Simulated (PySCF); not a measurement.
C₂H₅AlBrN, SMILES C=[CH][Al]([NH2])[Br].

The structure is a stationary point at ωB97X-D3(BJ)/def2-SVP. The structure was generated by enumeration; whether it is a known compound was not checked. One conformer was computed; it need not be the lowest.

Two levels are set side by side: PBE/def2-TZVP (PySCF) and ωB97X/def2-TZVP (PySCF). Same geometry, gas phase. Differences are taken from unrounded values.

```csv
quantity,PBE
orbital gap (eV),4.17
highest occupied level (eV),-6.18
lowest empty level (eV),-2.01
dipole moment (D),2.40
mean polarisability (bohr³),78.1
```

These are the PBE values. What does ωB97X give? (The exact figures need the calculation; the answer reports its results.)


```tsv
quantity	ωB97X	PBE minus ωB97X
orbital gap (eV)	10.94	-6.78
highest occupied level (eV)	-10.02	3.83
lowest empty level (eV)	0.93	-2.94
dipole moment (D)	2.47	-0.07
mean polarisability (bohr³)	73.6	4.6
```

PBE's occupied levels lie high since its potential decays too fast outside the molecule; exact exchange lowers them and widens the gap. Loosely held outer electrons make PBE densities more polarisable. Differences between two approximate levels are no errors against the true value.

Rough cost on one machine, each run with all the roots and properties that it gave: ωB97X against PBE within a factor of 2.
